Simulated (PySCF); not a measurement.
**Partial charges of `C[C@H]([S-])CC1(O)CC1`**

Species: C6H11OS (charge -1).
Z-matrix (Å and degrees, GFN2-xTB geometry), rows numbered from 1:
```
C 
C   1  1.5261
S   2  1.8224  1  109.95
C   2  1.5343  1  110.26  3  -123.33
C   4  1.5172  2  111.96  1  -173.74
O   5  1.3801  4  114.74  2   -65.50
C   5  1.5103  4  117.69  2    80.61
C   5  1.5031  4  118.86  2   149.91
H   1  1.0888  2  109.82  3   -56.06
H   1  1.0896  2  109.58  3    62.52
H   1  1.0947  2  111.37  3  -176.87
H   2  1.1011  1  108.96  3   117.46
H   4  1.0953  2  108.59  1    66.23
H   4  1.0973  2  109.70  1   -52.12
H   6  1.0293  5  104.75  4    32.85
H   7  1.0811  5  118.82  8  -107.65
H   7  1.0798  5  117.77  8   107.13
H   8  1.0816  5  119.06  7   107.95
H   8  1.0801  5  117.24  7  -107.46
```

Density: PBE0/pcSseg-1 (PySCF); schemes: Mulliken, IAO, Hirshfeld and ESP-fitted. The structure is a single GFN2-xTB conformer in the gas phase; no vibrational or solvent corrections. The pcSseg-1 basis has no diffuse functions, a weakness for an anion.

Problem. What partial charge does each atom carry?

Solution. In e; atoms taken as equivalent share a row and are averaged (×n: the atom named and its like, n in all):

| atom | environment | Mulliken | IAO | Hirshfeld | ESP-fitted |
| --- | --- | --- | --- | --- | --- |
| C1 | methyl carbon | -0.166 | -0.410 | -0.146 | -0.434 |
| C2 | sp3 carbon bound to sulfur | -0.371 | -0.156 | -0.052 | +0.135 |
| S3 | thiolate sulfur | -0.611 | -0.645 | -0.481 | -0.792 |
| C4 | chain CH2 carbon | -0.086 | -0.271 | -0.090 | -0.586 |
| C5 | carbinol carbon (C–OH) | +0.032 | +0.243 | +0.069 | +0.456 |
| O6 | alcohol oxygen | -0.476 | -0.598 | -0.275 | -0.608 |
| C7 | three-membered-ring carbon | -0.205 | -0.336 | -0.123 | -0.371 |
| C8 | three-membered-ring carbon | -0.203 | -0.326 | -0.124 | -0.417 |
| H9/H10/H11 | methyl hydrogen | +0.074 | +0.118 | +0.013 | +0.100 |
| H12 | methine hydrogen | +0.110 | +0.110 | +0.004 | +0.082 |
| H13 | methylene hydrogen | +0.101 | +0.128 | +0.017 | +0.174 |
| H14 | methylene hydrogen | +0.054 | +0.097 | +0.016 | +0.191 |
| H15 | hydroxyl hydrogen | +0.221 | +0.289 | +0.045 | +0.358 |
| H16 | methylene hydrogen | +0.090 | +0.123 | +0.024 | +0.118 |
| H17 | methylene hydrogen | +0.102 | +0.139 | +0.029 | +0.132 |
| H18 | methylene hydrogen | +0.088 | +0.122 | +0.023 | +0.103 |
| H19 | methylene hydrogen | +0.100 | +0.137 | +0.027 | +0.159 |

Mean size of the charges over all atoms: ESP-fitted 0.285 e, IAO 0.236 e, Mulliken 0.170 e, Hirshfeld 0.083 e. Each set sums to the total charge, -1, to within 0.001 e. The ESP scheme is a least-squares fit of atom-centred charges to the potential on four shells outside the van der Waals surface, with the total charge fixed. The Mulliken scheme counts on each atom the diagonal of the density matrix times the overlap matrix over that atom's basis functions.

Some averages cover members that differ in this geometry: H9/H10/H11, ESP-fitted +0.068 to +0.121; H9/H10/H11, Mulliken +0.050 to +0.092; H9/H10/H11, IAO +0.095 to +0.132 e.

Lowest charge. All schemes agree: Mulliken S3 (-0.611); IAO S3 (-0.645); Hirshfeld S3 (-0.481); ESP-fitted S3 (-0.792).

Highest charge. The schemes don't all agree: Mulliken H15 (+0.221); IAO H15 (+0.289); Hirshfeld C5 (+0.069); ESP-fitted C5 (+0.456).

Problem. Sum the charges by element, for elements with more than one atom.

Solution. 
```
element  atoms  Mulliken     IAO  Hirshfeld  ESP-fitted
      C      6    -1.000  -1.256     -0.467      -1.217
      H     11    +1.088  +1.499     +0.223      +1.618
```

Problem. How closely do the schemes follow one another over all atoms?

Solution. Correlation coefficient and root-mean-square difference: IAO with ESP-fitted 0.95, 0.121 e; IAO with Hirshfeld 0.93, 0.167 e; Mulliken with IAO 0.92, 0.115 e; Mulliken with Hirshfeld 0.91, 0.116 e; Hirshfeld with ESP-fitted 0.89, 0.240 e; Mulliken with ESP-fitted 0.79, 0.222 e.

Problem. How many electrons does the IAO scheme count on C8?

Solution. Z − q = 6 − (-0.326) = 6.326.
